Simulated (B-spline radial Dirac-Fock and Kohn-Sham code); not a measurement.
Dipole and non-dipole photoemission parameters of Hg²⁺ 3p1/2

System: mercury as Hg²⁺, configuration [Xe] 4f14 5d10; threshold 3294.6 eV (orbital energy of the model). These are calculated numbers from a B-spline atomic structure program; the model is Dirac-Hartree-Slater photoionisation with a Latter tail; cross sections with all multipoles, angular parameters from the dipole term and its interference with E2.

For linearly polarised light dσ/dΩ = σ/(4π) [1 + β P₂(cos θ) + (δ + γ cos²θ) sin θ cos φ], with θ from the polarisation vector and φ the angle between the beam and the projection of the electron momentum on the plane normal to the polarisation.

```
hν (eV)  σ (kb)      β      γ      δ
   3450    32.8  0.727  0.301  0.256
   3680       ?      ?      ?      ?
   3800    29.3  1.162  0.562  0.112
 5414.7    17.4  1.533  0.059  0.006
 8047.8    8.52  1.594  0.086  0.001
   9070    6.70  1.590  0.191  0.003
  10000    5.48  1.583  0.299  0.005
  11900    3.78  1.562  0.529  0.012
```

Task: Give the values at 3680 eV.

Result: σ = 30.5 kb, β = 1.065, γ = 0.565, δ = 0.146.
